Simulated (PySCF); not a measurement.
C2Cl4, singlet, at a GFN2-xTB geometry; PySCF with HF/3-21G.

PySCF was given this input:
```python
from pyscf import gto, scf

mol = gto.Mole()
mol.atom = '''
    C     0.003052    0.002625    0.669260
    C    -0.003052   -0.002625   -0.669260
    Cl    0.002984    1.458141    1.570610
    Cl    0.011395   -1.445778    1.581959
    Cl   -0.002984   -1.458141   -1.570610
    Cl   -0.011395    1.445778   -1.581959
'''
mol.basis = '3-21g'
mol.charge = 0
mol.spin = 0
mol.verbose = 4
mol.build()

mf = scf.RHF(mol)
mf.kernel()
```

### Question
Predict the main parts of the log of this PySCF run.

### Answer

```
PySCF version 2.14.0

[INPUT] verbose = 4
[INPUT] num. atoms = 6
[INPUT] num. electrons = 80
[INPUT] charge = 0
[INPUT] spin (= nelec alpha-beta = 2S) = 0
[INPUT] symmetry False subgroup None
[INPUT] Mole.unit = angstrom
[INPUT] Symbol           X                Y                Z      unit          X                Y                Z       unit  Magmom
[INPUT]  1 C      0.003052000000   0.002625000000   0.669260000000 AA    0.005767444132   0.004960531077   1.264718106126 Bohr   0.0
[INPUT]  2 C     -0.003052000000  -0.002625000000  -0.669260000000 AA   -0.005767444132  -0.004960531077  -1.264718106126 Bohr   0.0
[INPUT]  3 Cl     0.002984000000   1.458141000000   1.570610000000 AA    0.005638942756   2.755487140999   2.968022748503 Bohr   0.0
[INPUT]  4 Cl     0.011395000000  -1.445778000000   1.581959000000 AA    0.021533429189  -2.732124456921   2.989469250291 Bohr   0.0
[INPUT]  5 Cl    -0.002984000000  -1.458141000000  -1.570610000000 AA   -0.005638942756  -2.755487140999  -2.968022748503 Bohr   0.0
[INPUT]  6 Cl    -0.011395000000   1.445778000000  -1.581959000000 AA   -0.021533429189   2.732124456921  -2.989469250291 Bohr   0.0

nuclear repulsion = 494.787950065737
number of shells = 38
number of NR pGTOs = 138
number of NR cGTOs = 70
basis = 3-21g
ecp = {}

******** <class 'pyscf.scf.hf.RHF'> ********
method = RHF
initial guess = minao
damping factor = 0
level_shift factor = 0
DIIS = <class 'pyscf.scf.diis.CDIIS'>
diis_start_cycle = 1
diis_space = 8
diis_damp = 0
SCF conv_tol = 1e-09
SCF conv_tol_grad = None
SCF max_cycles = 50
direct_scf = True
direct_scf_tol = 1e-13
Set gradient conv threshold to 3.16228e-05
Initial guess from minao.
init E= -1904.60052448506
  HOMO = -0.189628917876796  LUMO = 0.0630926953578017  gap/eV = 6.87691
cycle= 1 E= -1904.22463825885  delta_E= 0.376  |g|= 0.71  |ddm|= 3.25
  HOMO = -0.459260837452617  LUMO = -0.0659446838188082  gap/eV = 10.70268
cycle= 2 E= -1904.32888417906  delta_E= -0.104  |g|= 0.516  |ddm|= 2.43
  HOMO = -0.388257802963221  LUMO = 0.0837748251673118  gap/eV = 12.84466
cycle= 3 E= -1904.39791380881  delta_E= -0.069  |g|= 0.0457  |ddm|= 0.994
  HOMO = -0.378850076361587  LUMO = 0.100357131262202  gap/eV = 13.03989
cycle= 4 E= -1904.39937270389  delta_E= -0.00146  |g|= 0.0117  |ddm|= 0.214
  HOMO = -0.380842774089622  LUMO = 0.0996522781732954  gap/eV = 13.07494
cycle= 5 E= -1904.39947921271  delta_E= -0.000107  |g|= 0.00293  |ddm|= 0.0498
  HOMO = -0.380573199463427  LUMO = 0.100322515081918  gap/eV = 13.08584
cycle= 6 E= -1904.39948678087  delta_E= -7.57e-06  |g|= 0.000515  |ddm|= 0.0118
  HOMO = -0.380519815985481  LUMO = 0.100525350046468  gap/eV = 13.08991
cycle= 7 E= -1904.39948700243  delta_E= -2.22e-07  |g|= 6.54e-05  |ddm|= 0.00157
  HOMO = -0.380529592644606  LUMO = 0.100523024161967  gap/eV = 13.09011
cycle= 8 E= -1904.3994870057  delta_E= -3.27e-09  |g|= 6.75e-06  |ddm|= 0.000247
  HOMO = -0.380530555146323  LUMO = 0.100523321186183  gap/eV = 13.09014
cycle= 9 E= -1904.39948700573  delta_E= -2.91e-11  |g|= 8.77e-07  |ddm|= 2.75e-05
  HOMO = -0.38053061240929  LUMO = 0.100523302064092  gap/eV = 13.09014
Extra cycle  E= -1904.39948700573  delta_E= 9.09e-13  |g|= 2.92e-07  |ddm|= 2.17e-06
converged SCF energy = -1904.39948700573
```
